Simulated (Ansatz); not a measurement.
A structure relaxed at PBE-D4/def2-SVP in Ansatz, charge 0, singlet:

```xyz
11

Pb    1.1083    2.6261   -0.8897
Pb   -2.8165    1.5298    1.9295
Pb    2.7175   -0.8472   -1.5904
Pb    0.8958   -2.3390    1.6148
Pb   -0.2800    0.3426    3.2560
Pb   -1.3820   -0.6010   -1.6457
Te   -1.8406    2.3840   -0.7496
Te    0.9231    0.8146   -3.3118
Te   -2.1075   -1.4213    1.4977
Te    2.0663    0.5314    1.2277
Te    0.7157   -3.0200   -1.3385
```

Task: Give its formula.

Result: the cluster Te₅Pb₆ (the lowest singlet isomer of a short search).

Task: Summarise the bond lengths by kind (pairs closer than 1.2 times the sum of covalent radii, bridged metal pairs left out).

Result: 17 × Pb–Te 2.96 to 3.33 Å.

In the def2 sets Pb, Te take a core potential; there is no spin–orbit coupling. The structure comes from a short search, and lower isomers may exist.
